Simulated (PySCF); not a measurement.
IF5, optimised at PBE/def2-SVP:

```xyz
6

F      0.8883     0.2741    -1.7187
I     -0.2585     0.3645    -0.1397
F     -1.4248    -0.9880    -0.9316
F      1.1190     1.4029     0.7772
F     -1.1947     0.1465     1.5611
F      0.7622    -1.1423     0.4501
```

Computed with PySCF (xtb for GFN2) and rigid-rotor harmonic-oscillator thermochemistry at 1 bar. All species are closed-shell singlets. I: scalar-relativistic def2 core potential, no spin-orbit coupling.

Q: List the harmonic frequencies (cm⁻¹, unscaled) at this level and at the other levels, each on its own geometry.

A: 
- PBE/def2-SVP: 160, 169, 171, 231, 251, 285, 287, 565, 582, 639, 639, 639
- GFN2-xTB: 97, 97, 162, 180, 254, 277, 277, 397, 403, 403, 417, 473
- PBE0/def2-TZVP: 186, 187, 200, 268, 311, 360, 361, 596, 619, 646, 646, 712
